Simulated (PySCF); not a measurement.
The same groups moved round the core (propene chloro+silyl). Gas-phase values, no solvent. One relaxed conformer stands for each flexible species; it need not be the lowest. Strings in code marks are SMILES.

Method: PBE-D3(BJ)/def2-TZVP // CAM-B3LYP-D3(BJ)/def2-TZVP (PySCF). Excitations are Tamm–Dancoff values on a coarser integration grid. The basis has no diffuse functions, so Rydberg states are missing or too high.

```csv
species,S1 excitation (TDA) (eV),brightest of the four lowest singlets (TDA) (eV),S1 oscillator strength,T1 excitation (TDA) (eV),LUMO (eV)
`C([SiH3])C(=C)Cl` (Cl–C–C–Si torsion 74°),5.94,6.40,0.030,4.16,-1.15
`C/C(=C/[SiH3])Cl`,5.95,6.04,0.000,4.03,-1.59
`C/C([SiH3])=C/Cl`,5.97,5.97,0.193,3.95,-1.51
`Cl/C(=C\C)[SiH3]`,5.84,6.22,0.000,4.08,-1.36
`C/C=C(/Cl)[SiH3]`,5.57,5.81,0.000,3.84,-1.53
`C(/C[SiH3])=C\Cl` (Si–C–C–C torsion 109°),5.61,6.06,0.022,4.03,-1.15
```
